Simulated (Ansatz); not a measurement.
`CO[Si]N` + H₂ → `CO[SiH]` + NH₃ at 600 K and 1 bar (hydrogenolysis of the Si–N bond).

Program: Ansatz. Geometries: PBE0-D4/def2-TZVP. ΔE: electronic, gas phase. CCSD(T)/CBS adds triple-zeta CCSD(T) − MP2 to the extrapolated MP2 energy (def2 sets, frozen cores). This one scheme is used for every species. One conformer a species, not always the lowest.

```json
{"species": "`CO[Si]N`", "CCSD(T)/CBS energy (Eh)": "-460.05109", "H − E (kJ/mol)": "231.2", "S (J/(mol·K))": "388.6"}
{"species": "H₂", "CCSD(T)/CBS energy (Eh)": "-1.17544", "H − E (kJ/mol)": "43.9", "S (J/(mol·K))": "150.8"}
{"species": "`CO[SiH]`", "CCSD(T)/CBS energy (Eh)": "-404.67988", "H − E (kJ/mol)": "167.6", "S (J/(mol·K))": "334.2"}
{"species": "NH₃", "CCSD(T)/CBS energy (Eh)": "-56.50880", "H − E (kJ/mol)": "112.4", "S (J/(mol·K))": "219.5"}
```

H − E and S are ideal-gas, rigid-rotor, harmonic terms from PBE0-D4/def2-TZVP, for one conformer and one mirror image of each species. The MP2-based limit puts H₂ 0.8 mEh under its directly extrapolated value; such offsets cancel only in part. 1 Eh = 2625.50 kJ/mol, R = 8.31446 J/(mol·K).

Question: By hand: ΔE, ΔH, ΔS and ΔG.

Answer: ΔE = (-404.67988) + (-56.50880) − (-460.05109) − (-1.17544) = 0.03785 Eh = 99.4 kJ/mol. Δ(H − E) = 167.6 + 112.4 − 231.2 − 43.9 = 4.9, so ΔH = 104.3 kJ/mol. ΔS = 334.2 + 219.5 − 388.6 − 150.8 = 14.3 J/(mol·K). ΔG = 104.3 − 600 × (14.3)/1000 = 95.7 kJ/mol.

Question: By hand: the equilibrium constant, and the temperature at which ΔG would vanish if ΔH and ΔS stayed fixed.

Answer: log₁₀ K = −ΔG/(RT ln 10) = -8.3. ΔG = 0 at ΔH/ΔS = 7294 K, far beyond where these terms or the molecules hold.

The number of gas molecules stays the same, so ΔS is small and ΔH decides. A doubt of 5 kJ/mol in ΔE shifts log₁₀ K by 0.4 here. Other conformers and mirror images would add mixing entropy, several J/(mol·K) or more a flexible species. These are equilibria of isolated gas molecules and say nothing of rates. Largest T1 diagnostic: 0.015 (customary marks: 0.02 for closed shells, 0.045 for open ones).
